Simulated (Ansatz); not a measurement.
isobutene (C4H8), singlet, geometry from GFN2-xTB; BHLYP/6-31G* in Ansatz (a program for electronic structure).

Here is a job for Ansatz.
Ansatz 0.2 input:
```yaml
crystal:
  periodic: [false, false, false]
  atoms:
    - {symbol: C, position_ang: [-0.00358310, -0.00726810, 1.44953113]}
    - {symbol: C, position_ang: [-0.00031404, -0.00063701, 0.12704302]}
    - {symbol: H, position_ang: [-0.00279626, 0.90390212, 2.02374365]}
    - {symbol: H, position_ang: [-0.00718605, -0.92415062, 2.01456675]}
    - {symbol: C, position_ang: [0.00471228, 1.26727735, -0.67219236]}
    - {symbol: H, position_ang: [0.00522655, 2.14004904, -0.02485143]}
    - {symbol: H, position_ang: [0.88583506, 1.30548006, -1.31233657]}
    - {symbol: H, position_ang: [-0.87305594, 1.30972549, -1.31666310]}
    - {symbol: C, position_ang: [-0.00135772, -1.26047284, -0.68488177]}
    - {symbol: H, position_ang: [-0.00505058, -2.13969210, -0.04633590]}
    - {symbol: H, position_ang: [-0.87930414, -1.29223249, -1.32972503]}
    - {symbol: H, position_ang: [0.87958687, -1.29647792, -1.32539850]}
basis:
  gaussian:
    orbitals: 6-31G*
hamiltonian:
  xc: {name: BHLYP}
accuracy: high
```

The log (banner, timings and long lists left out):

```
Functional definition: BHLYP
1857 factors; integrals over basis functions are off by at most 3.1e-9 eV
mean field evaluation 1: about -4271.3179 eV, gradient 4.1e1 eV
mean field evaluation 2: about -4273.2278 eV, gradient 3.0e1 eV
mean field evaluation 4: about -4275.3446 eV, gradient 1.6e0 eV
mean field evaluation 8: about -4275.3490 eV, gradient 5.8e-2 eV
mean field evaluation 16: about -4275.3490 eV, gradient 1.3e-6 eV
mean field -4275.34896621 eV, -157.1161765725 hartree, gradient 1.7e-8 eV, S^2 0.000000; 0 other end points of the search recorded, 0 dependent functions left out
reference -4275.34898978 eV, -157.1161774388 hartree; 16, 16 occupied and 60, 60 virtual orbitals, 1857 factors
Total energy: -4275.34898978 eV, -157.1161774388 hartree
```
